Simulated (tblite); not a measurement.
Run record: tight-binding relaxation, `O=CN[C@H](/C=C/[SiH3])C#C`.

Computed with GFN2-xTB geometry optimisation, gas phase (tblite 0.8.0). Start geometry: from a force field or distance geometry. The command runs a driver script over a list of jobs; the input below is this job's line of settings and its coordinates in Å.

Command:
```bash
OMP_NUM_THREADS=1 python probes_run.py task.json out
```

Input:
```
{"job": {"kind": "relax", "xc": "GFN2-xTB", "basis": "xTB"}, "charge": 0, "multiplicity": 1}
C     -2.429500     2.400600    -0.389900
C     -1.787600     1.401700    -0.446400
C     -0.976900     0.158100    -0.496300
C      0.333500     0.387000     0.183400
C      1.522600     0.029100    -0.323800
Si     3.158600     0.260200     0.446300
N     -1.668100    -0.881100     0.213200
C     -1.611600    -2.184600    -0.181700
O     -1.031700    -2.620100    -1.171100
H     -3.021400     3.296300    -0.348900
H     -0.844200    -0.138400    -1.546100
H      0.287400     0.849900     1.173800
H      1.565700    -0.450700    -1.292700
H      3.865300     1.407600    -0.184100
H      2.996900     0.545400     1.901100
H      3.982500    -0.960100     0.286500
H     -2.166800    -0.640300     1.063800
H     -2.183400    -2.854200     0.494600
```

Output:
```
step      E/eV     max force
  0    -708.53604    1.881
  1    -708.55858    4.434
  2    -708.65546    1.672
  3    -708.67032    1.030
  4    -708.68740    0.250
  5    -708.69141    0.261
  6    -708.69599    0.225
  7    -708.69874    0.134
  8    -708.70024    0.111
  9    -708.70178    0.113
... (60 lines left out)
 70    -708.71715    0.036
 71    -708.71728    0.035
 72    -708.71735    0.020
 73    -708.71741    0.016
 74    -708.71747    0.021
 75    -708.71753    0.023
 76    -708.71760    0.024
 77    -708.71768    0.028
 78    -708.71775    0.019
 79    -708.71779    0.009
```

«max force» is the largest atomic force in eV/Å.

Task: From which step on does the largest force stay under 0.1 eV/Å, and how much energy is left to gain from there?

Result: From step 10 (0.078 eV/Å), 14.9 meV above the end.

Main results: energy lowered by 4.2 kcal/mol over 79 steps; largest atomic force 0.009 eV/Å at the end.

Task: Give the final coordinates.

Result: 0.228 Å rms from the input after alignment:
```
atom  x, y, z in Å
C1    -2.3519    2.3142   -0.4040
C2    -1.7100    1.3050   -0.4522
C3    -0.9311    0.0770   -0.4368
C4     0.4011    0.3187    0.2328
C5     1.5756    0.1397   -0.3526
Si6    3.2428    0.3977    0.4800
N7    -1.6696   -0.9688    0.2627
C8    -1.8609   -2.1874   -0.2695
O9    -1.4747   -2.5462   -1.3529
H10   -2.9131    3.2007   -0.4008
H11   -0.7819   -0.2882   -1.4605
H12    0.3358    0.6471    1.2627
H13    1.5820   -0.1903   -1.3854
H14    4.0161    1.3683   -0.2969
H15    3.0274    0.8953    1.8397
H16    3.9530   -0.8822    0.5201
H17   -2.0175   -0.7490    1.1823
H18   -2.4318   -2.8455    0.4131
```

On one thread of an Arm Neoverse N1, no GPU, shared host with 64 logical CPUs at a one-minute load of 62, this took 1.0 s of wall time.
Labels such as C1 count atoms from 1, the log's own numbers from 0.
